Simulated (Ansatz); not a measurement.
CoO3F3H6⁺, that is mer-CoF3(H2O)3 with one electron fewer, relaxed as a doublet with UKS r2SCAN-D4/def2-SVP in Ansatz, starting from the r2SCAN-D4/def2-SVP geometry of the neutral singlet. Force threshold 0.02 eV/Å.

The name describes the singlet; other states may take another shape.

Start:

```xyz
13

Co   -0.162   -0.020    0.090
F    -0.353   -1.687    0.745
F     0.229    1.610   -0.698
F    -1.220    0.680    1.342
O     1.006   -0.638   -1.362
H     1.837   -0.981   -0.996
H     1.173    0.287   -1.653
O    -1.778   -0.513   -0.825
H    -2.373   -0.014   -0.227
H    -1.702   -1.398   -0.377
O     1.313    0.558    1.203
H     0.776    0.679    2.013
H     1.254    1.437    0.745
```

Question: Estimate the energy that the relaxation releases and the steps that it takes.

Answer: 70.5 kJ/mol, in 9 steps; 43 s on 4 threads of Intel Xeon Platinum 8488C on a shared host. No frequencies were taken in this run, so the end may be a saddle point.

Question: Does the start keep its bonding and symmetry?

Answer: By distances, no bond broke or formed. The bond that changes most is Co1–F3, from 1.85 to 1.74 Å (atoms count from 1). A close non-bonded pair moves further: F3–H13, from 1.78 to 2.38 Å.

Question: Predict the relaxed structure.

Answer: 
Cartesian coordinates in Å:
```
Co -0.206 0.094 0.154
F -0.043 -1.488 0.854
F -0.117 1.572 -0.757
F -1.260 0.708 1.357
O 0.936 -0.632 -1.277
H 1.702 -1.141 -0.955
H 1.259 0.082 -1.858
O -1.715 -0.513 -0.828
H -2.497 -0.007 -0.527
H -1.865 -1.443 -0.558
O 1.306 0.696 1.152
H 1.218 0.397 2.080
H 1.283 1.675 1.163
```
Bond lengths: 3 × Co–F 1.71 to 1.74 Å; 3 × Co–O 1.90 to 1.97 Å; 6 × H–O 0.97 to 0.98 Å.
